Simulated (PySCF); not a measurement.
Zr²⁷⁺: ionisation energy

Zr²⁷⁺ [Ne] 3s2 3p1 (2P) → Zr²⁸⁺ [Ne] 3s2 (1S), as a difference of total energies. All numbers are calculated (PySCF 2.14, scalar relativity by spin-free X2C-1e, in an uncontracted even-tempered set (18 s from 3.1 bohr⁻², ratio 2.5; 12 p from 4.1 bohr⁻², ratio 2.5; 5 d from 18 bohr⁻², ratio 2.7; 4 f from 27 bohr⁻², ratio 2.7)). Correlated levels: outer shells: 1s2 frozen; virtual orbitals above 40 to 60 times the deepest correlated orbital energy dropped. The calculations carry no spin-orbit coupling.

```
                method  ionisation energy (eV)
                   UHF                  1390.0
    MP2 (outer shells)                  1390.5
SCS-MP2 (outer shells)                  1390.4
   CCSD (outer shells)                  1390.5
CCSD(T) (outer shells)                  1390.5
```

A first-order spin-orbit estimate (lowest level to lowest level, LS coupling) adds 12.937 eV.

Breit and QED terms and the two-electron picture change are absent.

For comparison: 1392 ± 7 eV (semi-empirical (NIST evaluation); NIST Atomic Spectra Database, ionization energies).
